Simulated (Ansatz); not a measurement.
Two structures of AlH$_{5}$Cl$_{2}$O$_{2}$, closed shell, reached by relaxing down either side of one saddle point (PBE0-D4/def2-TZVP). Energies are electronic, without zero-point energy. Program: Ansatz 0.2.0. Basis: def2-TZVPP and def2-QZVPP. Cores are frozen in the correlated methods. Extrapolation: Hartree–Fock as exp(−7.88 √X), correlation as X^−2.97. First:

```
10
angstrom
Al -1.1250 -0.0586 -0.8449
H 0.0240 0.9491 -1.3059
Cl -1.3086 -1.7939 -2.0319
Cl -2.9359 0.8111 -0.1550
H 0.5222 -0.2883 0.9518
O -0.4093 -0.6435 0.8288
H 1.6102 0.9170 -0.1725
O 1.8810 0.4990 0.6603
H -0.9581 -0.4204 1.5887
H 2.6995 0.0283 0.4805
```

Second:

```
10
angstrom
Al -1.0138 -0.2619 -0.3914
H -0.1650 1.5169 -0.8818
Cl -0.1985 -1.5337 -1.8326
Cl -2.8170 0.7190 -0.8107
H 1.3243 -0.2663 1.0449
O -0.6176 -0.5541 1.2387
H 0.4706 1.1765 -0.6070
O 1.9063 0.1155 0.3704
H -1.2030 -0.2799 1.9441
H 2.3136 -0.6322 -0.0747
```

Task: Which bonds change from the first to the second?

Result: AlHCl₂ ([Cl][AlH][Cl]) + H₂O + H₂O → AlHCl₂O ([OH][Al]([Cl])[Cl]) + H₂O + H₂; bonds formed: H2–H7, H5–O8; dative contacts that become bonds: Al1–O6; bonds broken: Al1–H2, H5–O6, H7–O8.

Task: Give the saddle point's structure and its height above each. (Judge from chemistry; the value comes from the calculation.)

Result: By the calculation: 14.94 kcal/mol above the first and 12.89 kcal/mol above the second (CCSD(T) at an estimated basis limit (MP2 extrapolated from triple and quadruple zeta, plus CCSD(T) − MP2 in triple zeta)).
```
10
angstrom
Al -1.0577 -0.1203 -0.6085
H 0.2242 0.9073 -1.0758
Cl -1.0203 -1.6762 -2.0278
Cl -2.8169 1.0203 -0.4246
H 0.9252 -0.0556 0.9914
O -0.3981 -0.6038 0.9672
H 0.9954 0.7662 -0.3779
O 1.7012 0.5082 0.5494
H -0.9636 -0.6642 1.7374
H 2.4106 -0.0821 0.2689
```

The T1 diagnostic stays at or below 0.010.

The step is the kind of ligand exchange by which a precursor binds to a hydroxyl group, or is hydrolysed, in atomic layer deposition of oxides.

Labels in which every atom is bracketed show which atoms are joined, not bond orders.

For scale, one of the runs: CCSD(T)/def2-TZVPP, 258 basis functions, launched by `ansatz run in.yaml --threads 8 --pin off --events-out ev --progress --plain --max-ram 19148MiB`. The run took 64 s on 8 CPU threads of a Oxide Virtual Turin-like (shared host), with 5.7 GiB of host memory at its peak.
